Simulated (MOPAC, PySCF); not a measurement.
H4GeS3, SMILES `[SH][GeH]([SH])[SH]`, neutral singlet in the gas phase. 

Z-matrix (Å, degrees):
```
Ge
H 1 1.5353
S 1 2.2192 2 112.66
H 3 1.3448 1 92.87 2 62.25
S 1 2.2193 2 112.81 3 -114.39
H 5 1.3447 1 92.85 2 -64.68
S 1 2.2222 2 104.01 3 122.84
H 7 1.3449 1 93.45 2 -179.55
```
Charge 0, multiplicity 1.

All levels are single points at this geometry (r2SCAN-D4/def2-TZVP); Pople sets use spherical d functions. Orbital energies aren't observables, and empty levels follow the basis.

PM3 in MOPAC gives dipole (D) = 1.52.

Task: Estimate the dipole (D) from each of these levels: PBE-D3(BJ)/def2-TZVP in PySCF; r2SCAN-D4/def2-TZVP in PySCF; B3LYP/3-21G in PySCF; B3LYP/6-311+G** (LANL2DZ on Ge) in PySCF; B3LYP/6-31G* in PySCF; BP86/6-31G* in PySCF; M06-2X/6-31G* in PySCF; PBE/6-31G* in PySCF; HF/6-31G* in PySCF; HF/STO-3G in PySCF; AM1 in MOPAC; PM7 in MOPAC.

Result: 
```tsv
level	dipole (D)
PBE-D3(BJ)/def2-TZVP in PySCF	0.97
r2SCAN-D4/def2-TZVP in PySCF	1.03
B3LYP/3-21G in PySCF	1.70
B3LYP/6-311+G** (LANL2DZ on Ge) in PySCF	1.26
B3LYP/6-31G* in PySCF	1.26
BP86/6-31G* in PySCF	1.24
M06-2X/6-31G* in PySCF	1.35
PBE/6-31G* in PySCF	1.25
HF/6-31G* in PySCF	1.43
HF/STO-3G in PySCF	0.99
AM1 in MOPAC	1.75
PM7 in MOPAC	1.90
```
